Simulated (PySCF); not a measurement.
Two structures of SnH₅BrO, closed shell, reached by relaxing down either side of one saddle point (PBE0-D4/def2-TZVP). Energies are electronic, without zero-point energy. PySCF 2.14 with density fitting (its default auxiliary sets; JK sets also for MP2 and CCSD(T)); basis: def2-TZVPP and def2-QZVPP; cores frozen in the correlated methods. Filled d shells of the heavier atoms are correlated. Core potentials replace the inner electrons of the atoms past krypton. The def2 sets are not built for correlating such inner shells, so the correlated values are less sure here. Extrapolation: Hartree–Fock as exp(−7.88 √X), correlation as X^−2.97. First:

Sn1  (-0.729, 0.809, -0.453)
O2  (-0.219, -0.676, 0.788)
H3  (-0.842, 0.009, -1.940)
H4  (-2.215, 1.396, 0.138)
H5  (0.508, 1.973, -0.369)
H6  (1.169, -1.338, 0.351)
Br7  (2.468, -1.800, -0.203)
H8  (-0.207, -0.438, 1.719)
(Å)

Second:

```xyz
8
angstrom
Sn 0.1430 1.0523 -0.8085
O -0.9778 -1.3932 0.7742
H -0.8707 0.1290 -1.8018
H -0.5506 1.6323 0.6268
H 0.8842 2.3229 -1.6772
H -0.0732 -1.7233 0.7392
Br 2.0916 -0.3900 -0.1676
H -1.1644 -1.2719 1.7083
```

(1) Which bonds change from the first to the second?

(2) Give the saddle point's structure and its height above each. (To be estimated.)

T1 diagnostic: at most 0.011.

Results:

(1) SnH₄O ([OH][SnH3]) + HBr → SnH₃Br ([Br][SnH3]) + H₂O; bonds formed: Sn1–Br7, O2–H6; bonds broken: Sn1–O2, H6–Br7.

(2) Computed: 7.9 kJ/mol above the first and 94.3 kJ/mol above the second (CCSD(T) at an estimated basis limit (MP2 extrapolated from triple and quadruple zeta, plus CCSD(T) − MP2 in triple zeta)).
Sn1  (-0.579, 0.735, -0.506)
O2  (-0.247, -0.756, 0.867)
H3  (-0.767, -0.122, -1.945)
H4  (-2.032, 1.377, 0.116)
H5  (0.715, 1.818, -0.385)
H6  (0.849, -1.172, 0.466)
Br7  (2.245, -1.398, -0.403)
H8  (-0.185, -0.483, 1.789)
(Å)

Labels in which every atom is bracketed show which atoms are joined, not bond orders.

For scale, one of the runs: CCSD(T)/def2-TZVPP, 199 basis functions, launched by `OMP_NUM_THREADS=4 python run.py`. The run took 24 min on 4 CPU threads of an Intel Xeon (shared host), with 3.8 GiB of host memory at its peak.
